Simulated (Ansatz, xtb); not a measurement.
## Ranking isomers of B2GeH3Na

4 gas-phase structures of B2GeH3Na, found in a search over its isomers (lower ones may exist). Each was relaxed with GFN2-xTB; where two conformers were screened, the lower at r2SCAN-D4/def2-SVP is listed:

A. a singlet given by its coordinates
B. `B[B]=[GeH][Na]`, a singlet
C. a singlet given by its coordinates
D. `B[BH][Ge][Na]`, a triplet

A (Å):

```xyz
7

B    -1.7404   -0.6388    0.0889
B    -1.9404   -1.0319    1.6597
Ge   -0.5322   -2.2893    1.5013
Na   -2.9431   -2.9203    0.3118
H    -2.5169   -0.3593    2.4499
H    -1.0687   -1.1868   -0.7529
H    -2.2092    0.3673   -0.3372
```

Close contacts (Å): B1–B2 1.63, B1–Na4 2.59, B2–Ge3 1.89, B2–Na4 2.53, Ge3–Na4 2.76, B1–H6 1.21, B1–H7 1.19, B2–H5 1.19.

C (Å):

```xyz
7

B    -2.6032   -0.9731    0.5514
B    -1.8251   -1.0755    1.9452
Ge   -0.2452   -1.3988    1.0136
Na   -0.0983   -1.8061   -1.6386
H    -2.2512   -1.0462   -0.6159
H    -2.2057   -0.9440    3.0464
H    -3.7735   -0.7932    0.5964
```

Close contacts (Å): B1–B2 1.60, B1–Ge3 2.44, B2–Ge3 1.86, Ge3–Na4 2.69, B1–H5 1.22, B1–H7 1.18, B2–H6 1.17.

Q: Make a reasoned guess at their ranking by r2SCAN-D4/def2-SVP single-point energy.

A: Calculated order at r2SCAN-D4/def2-SVP: A (0.0), C (2.9), D (19.2), B (25.7) kcal/mol.

Energies above the lowest of each column, in kcal/mol (a dash: not run or not comparable):

```json
{"structure": "A", "GFN2-xTB": "0.0", "HF/STO-3G": "0.0", "r2SCAN-D4/def2-SVP": "0.0"}
{"structure": "C", "GFN2-xTB": "2.8", "HF/STO-3G": "12.4", "r2SCAN-D4/def2-SVP": "2.9"}
{"structure": "D", "GFN2-xTB": "–", "HF/STO-3G": "10.2", "r2SCAN-D4/def2-SVP": "19.2"}
{"structure": "B", "GFN2-xTB": "20.9", "HF/STO-3G": "19.5", "r2SCAN-D4/def2-SVP": "25.7"}
```

Every level run on A puts it lowest or level with the lowest. Some further structures that were screened fall inside this span and aren't listed. Flexible structures stand in one conformer each, not always the lowest. No reliable frequencies are at hand for these structures. GFN2-xTB has no spin polarisation and isn't compared across spin states. Open shells are spin-unrestricted.

Programs: Ansatz 0.2.0, xtb 6.7.1.
